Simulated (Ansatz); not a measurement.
A structure relaxed at PBE0-D4/def2-TZVP, charge 0, multiplicity 1:

| atom | x (Å) | y (Å) | z (Å) |
| --- | --- | --- | --- |
| O1 | -3.181 | -0.953 | -1.162 |
| C2 | -2.541 | -0.851 | -0.148 |
| Si3 | -1.129 | 0.441 | 0.080 |
| Si4 | 0.936 | -0.647 | -0.158 |
| Al5 | 2.730 | 0.981 | 0.187 |
| H6 | -2.737 | -1.550 | 0.702 |
| H7 | -1.302 | 1.526 | -0.919 |
| H8 | -1.233 | 0.998 | 1.459 |
| H9 | 0.947 | -1.742 | 0.856 |
| H10 | 0.944 | -1.269 | -1.513 |
| H11 | 3.319 | 1.789 | -1.044 |
| H12 | 3.247 | 1.277 | 1.658 |

(1) Give its formula and SMILES.

(2) Summarise the bond lengths by kind.

Answers

(1) CH7AlOSi2, `O=C[SiH2][SiH2][AlH2]`.

(2) 1 × C–O 1.203 Å; 1 × C–Si 1.928 Å; 1 × C–H 1.118 Å; 1 × Si–Si 2.345 Å; 4 × H–Si 1.485 to 1.493 Å; 1 × Al–Si 2.447 Å; 2 × Al–H 1.586 to 1.587 Å.

Program: Ansatz 0.2.0.
